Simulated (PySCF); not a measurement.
H$_{3}$O$_{2}$ (SMILES O[OH2+]), charge +1, singlet, geometry from GFN2-xTB; DF-PBE0/def2-TZVP run with PySCF.

The PySCF input:
```python
from pyscf import gto, scf, dft

mol = gto.Mole()
mol.atom = '''
    O     0.13464923    0.56165021   -0.32045018
    O    -0.15653641   -0.64820873    0.35880197
    H     1.08363793    0.77080803   -0.07973702
    H    -0.42483443   -1.31694617   -0.30866757
    H    -0.48370607    1.23860633    0.08159027
'''
mol.basis = 'def2-tzvp'
mol.charge = 1
mol.verbose = 4
mol.build()

mf = dft.RKS(mol)
mf.xc = 'pbe0'
mf = mf.density_fit(auxbasis='def2-universal-jkfit')
mf.kernel()
mf.analyze()
```

It wrote (shortened):

```
PySCF version 2.14.0

[INPUT] verbose = 4
[INPUT] num. atoms = 5
[INPUT] num. electrons = 18
[INPUT] charge = 1
[INPUT] spin (= nelec alpha-beta = 2S) = 0
[INPUT] symmetry False subgroup None
[INPUT] Mole.unit = angstrom
[INPUT] Symbol           X                Y                Z      unit          X                Y                Z       unit  Magmom
[INPUT]  1 O      0.134649230000   0.561650210000  -0.320450180000 AA    0.254450167584   1.061365074704  -0.605563076768 Bohr   0.0
[INPUT]  2 O     -0.156536410000  -0.648208730000   0.358801970000 AA   -0.295810943423  -1.224936971252   0.678037456254 Bohr   0.0
[INPUT]  3 H      1.083637930000   0.770808030000  -0.079737020000 AA    2.047778905891   1.456616071316  -0.150681129789 Bohr   0.0
[INPUT]  4 H     -0.424834430000  -1.316946170000  -0.308667570000 AA   -0.802820720986  -2.488667582095  -0.583297170835 Bohr   0.0
[INPUT]  5 H     -0.483706070000   1.238606330000   0.081590270000 AA   -0.914071997090   2.340626739853   0.154183264729 Bohr   0.0

nuclear repulsion = 43.9227344203202
number of shells = 34
number of NR pGTOs = 116
number of NR cGTOs = 80
basis = def2-tzvp
ecp = {}

******** <class 'pyscf.df.df_jk.DFRKS'> ********
method = DFRKS
initial guess = minao
damping factor = 0
level_shift factor = 0
DIIS = <class 'pyscf.scf.diis.CDIIS'>
diis_start_cycle = 1
diis_space = 8
diis_damp = 0
SCF conv_tol = 1e-09
SCF conv_tol_grad = None
SCF max_cycles = 50
direct_scf = False
XC library pyscf.dft.libxc version 7.1.2
    S. Lehtola, C. Steigemann, M. J. T. Oliveira, and M. A. L. Marques,  SoftwareX 7, 1–5 (2018)
XC functionals = pbe0
    C. Adamo and V. Barone,  J. Chem. Phys. 110, 6158 (1999)
    M. Ernzerhof and G. E. Scuseria,  J. Chem. Phys. 110, 5029 (1999)
radial grids:
    Treutler-Ahlrichs [JCP 102, 346 (1995); DOI:10.1063/1.469408] (M4) radial grids

becke partition: Becke, JCP 88, 2547 (1988); DOI:10.1063/1.454033
pruning grids: <function nwchem_prune>
grids dens level: 3
symmetrized grids: False
atomic radii adjust function: <function treutler_atomic_radii_adjust>
small_rho_cutoff = 0
Set gradient conv threshold to 3.16228e-05
Initial guess from minao.
tot grids = 57592
******** <class 'pyscf.df.df.DF'> ********
auxbasis = def2-universal-jkfit
init E= -152.218632491939
  HOMO = -0.388785095022327  LUMO = -0.100175302781132  gap/eV = 7.85347
cycle= 1 E= -151.682861927676  delta_E= 0.536  |g|= 0.423  |ddm|= 1.45
  HOMO = -0.575636049513037  LUMO = -0.29477801955729  gap/eV = 7.64254
cycle= 2 E= -151.670765840948  delta_E= 0.0121  |g|= 0.531  |ddm|= 0.493
  HOMO = -0.647348018236037  LUMO = -0.304892056421032  gap/eV = 9.31870
cycle= 3 E= -151.717116606511  delta_E= -0.0464  |g|= 0.127  |ddm|= 0.28
  HOMO = -0.63941295617289  LUMO = -0.301679709268392  gap/eV = 9.19019
cycle= 4 E= -151.719532477163  delta_E= -0.00242  |g|= 0.0209  |ddm|= 0.051
  HOMO = -0.635328635056943  LUMO = -0.296346387881997  gap/eV = 9.22418
cycle= 5 E= -151.71959091612  delta_E= -5.84e-05  |g|= 0.00783  |ddm|= 0.0121
  HOMO = -0.636687753641212  LUMO = -0.297621894106697  gap/eV = 9.22645
cycle= 6 E= -151.719600914897  delta_E= -1e-05  |g|= 0.000958  |ddm|= 0.00379
  HOMO = -0.636567782861974  LUMO = -0.297487023510683  gap/eV = 9.22686
cycle= 7 E= -151.719601078469  delta_E= -1.64e-07  |g|= 0.000116  |ddm|= 0.000527
  HOMO = -0.636581149876633  LUMO = -0.297499193971213  gap/eV = 9.22689
cycle= 8 E= -151.719601081286  delta_E= -2.82e-09  |g|= 2.57e-05  |ddm|= 8.26e-05
  HOMO = -0.63658631640638  LUMO = -0.297500823707068  gap/eV = 9.22699
cycle= 9 E= -151.719601081431  delta_E= -1.46e-10  |g|= 2.34e-06  |ddm|= 1.85e-05
  HOMO = -0.636585609734205  LUMO = -0.297500357785474  gap/eV = 9.22698
Extra cycle  E= -151.719601081431  delta_E= 3.69e-13  |g|= 1.73e-06  |ddm|= 2.83e-06
converged SCF energy = -151.719601081431
**** SCF Summaries ****
Total Energy =                        -151.719601081431080
Nuclear Repulsion Energy =              43.922734420320161
One-electron Energy =                 -289.501597203117058
Two-electron Energy =                   93.859261701365824
Two-electron Coulomb Energy =          111.620173877848643
DFT Exchange-Correlation Energy =      -17.760912176482812
HOMO-LUMO gap [eV] =                     9.226979684465878
**** MO energy ****
MO #1   energy= -19.6809277286735  occ= 2
MO #2   energy= -19.5760486658365  occ= 2
MO #3   energy= -1.53592263548214  occ= 2
MO #4   energy= -1.27945971576334  occ= 2
MO #5   energy= -0.96017200934196  occ= 2
MO #6   energy= -0.900002172139118 occ= 2
MO #7   energy= -0.837101503514148 occ= 2
MO #8   energy= -0.68098638367433  occ= 2
MO #9   energy= -0.636585609734205 occ= 2
MO #10  energy= -0.297500357785474 occ= 0
MO #11  energy= -0.236631094246498 occ= 0
MO #12  energy= -0.172001566793868 occ= 0
MO #13  energy= -0.148253039704428 occ= 0
MO #14  energy= 0.0913444566996955 occ= 0
MO #15  energy= 0.0940007933819344 occ= 0
MO #16  energy= 0.117026590636068  occ= 0
MO #17  energy= 0.165549150170348  occ= 0
 ** Mulliken pop on meta-lowdin orthogonal AOs  **
 ** Mulliken pop  **
 ** Mulliken atomic charges  **
charge of    0O =     -0.09967
charge of    1O =     -0.24209
charge of    2H =      0.45925
charge of    3H =      0.42327
charge of    4H =      0.45925

WARN: System has nonzero charge 1; the dipole moment is origin-dependent.
Location of origin: [0. 0. 0.]

Dipole moment(X, Y, Z, Debye):  0.50772,  1.97943, -0.80704
```
